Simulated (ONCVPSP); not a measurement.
# Pt: one change to an ONCV potential, before and after

```
Element                 : Pt (Z = 78)
Generator               : ONCVPSP 4.0.1
Type                    : optimised norm-conserving Vanderbilt (ONCV)
Functional              : LDA (Perdew-Wang 92)
Relativity              : scalar-relativistic
Frozen core             : [Kr] 4d10
Valence charge          : 32
Reference configuration : 4f14 5s2 5p6 5d9 6s1
Partial waves           : 5s+6s: rc 1.50 bohr, ncon 4, nbas 8, qcut 7.5 1/bohr, 2 projectors; 5p: rc 1.40 bohr, ncon 4, nbas 9, qcut 10.2 1/bohr, 2 projectors, debl 3.8 Ha; 5d: rc 1.35 bohr, ncon 4, nbas 8, qcut 7.2 1/bohr, 1 projector; 4f: rc 0.60 bohr, ncon 4, nbas 9, qcut 27.7 1/bohr, 2 projectors, debl 1.6 Ha
Local potential         : polynomial inside 0.50 bohr (lpopt 5, dvloc0 2 Ha)
Core correction         : none
```

In the f channel the program set the typed energies aside and used -2.591, 0.250 Ha.

Change: f: qcut 33.7.

Cutoffs: the cutoffs (Ha) at which the residual kinetic energy of the hardest occupied pseudo-wave falls to 1 and 0.1 mHa per electron; they do not see the model core or the augmentation charge, which bear on the density cutoff. Errors are all-electron minus pseudo energies relative to the spin-unpolarised reference configuration.

Question: Predict the effect on cutoff, ghosts and configuration errors.

Answer: The potential gets harder (339 Ha and 369 Ha → 422 Ha and 467 Ha); both files keep a bound ghost (d, p, s); the errors of the 4 common tests hardly move. The waves are optimised to have the least kinetic energy above qcut, so the cutoff follows it (qcut²/2 in Ha).

```tsv
quantity	base	changed
cutoff, loose	339 Ha	422 Ha
cutoff, tight	369 Ha	467 Ha
loose cutoff by channel	s 23 Ha, p 36 Ha, d 19 Ha, f 339 Ha	s 23 Ha, p 36 Ha, d 19 Ha, f 422 Ha
bound ghosts	s, p, d	s, p, d
GHOST(+) flags under 300 eV	s at 172.6 eV	s at 172.6 eV
error for 4f14 5s2 5p6 5d9 6s0, meV [ΔE 9.54 eV]	-4.4	-4.4
error for 4f14 5s2 5p6 5d8 6s0, meV [ΔE 29.80 eV]	-6.8	-6.8
error for 4f14 5s2 5p6 5d7 6s0, meV [ΔE 62.31 eV]	-14	-14
error for 4f14 5s2 5p6 5d8 6s1 6p1, meV [ΔE 6.60 eV]	+1.5	+1.5
s: phases at 1.52 bohr within 0.05 rad from the reference energy up to (Ha; the scan ends near 5)	to the end of the scan	to the end of the scan
p: phases at 1.42 bohr within 0.05 rad from the reference energy up to (Ha; the scan ends near 5)	to the end of the scan	to the end of the scan
d: phases at 1.37 bohr within 0.05 rad from the reference energy up to (Ha; the scan ends near 5)	to the end of the scan	to the end of the scan
f: phases at 0.61 bohr within 0.05 rad from the reference energy up to (Ha; the scan ends near 5)	to the end of the scan	to the end of the scan
```

 A true bound ghost makes a file unfit for plane-wave use even where its test errors are small: the radial tests pick states by their node count and pass the ghost by.
